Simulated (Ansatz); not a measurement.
System: CCl2, charge 0, multiplicity 1. 
Geometry from a B3LYP-D3(BJ)/def2-TZVP (Ansatz, a program for electronic structure) optimisation:
SMILES: Cl[C]Cl
```xyz
3

Cl    -1.4025    -0.2001     0.0210
C     -0.0305     0.8441     0.0088
Cl     1.4133    -0.0978    -0.0241
```

Basis-set convergence of Hartree-Fock and CCSD(T) correlation energies (hartree) with Ansatz. Cores are frozen in the correlated levels unless marked. Spin-orbit coupling is left out. No relativistic terms.

The Hartree-Fock reference is unstable (checked in the largest basis), which strains HF and MP2. 

```csv
basis,functions,E(HF),"E(corr, CCSD(T))",rough core time
cc-pV(D+d)Z,60,-956.76813,-0.44467,under 20 s
cc-pV(T+d)Z,108,-956.80871,-0.58369,under 20 s
cc-pV(Q+d)Z,183,-956.81863,-0.63065,27 s
```

Extrapolating the two largest sets (X = 3 and 4) as X^-3: E(corr) = (64·(-0.63065) - 27·(-0.58369))/37 = -0.6649 Eh, an estimate of the basis-set limit. The largest set recovers 94.8 % of it, the smallest 66.9 %.
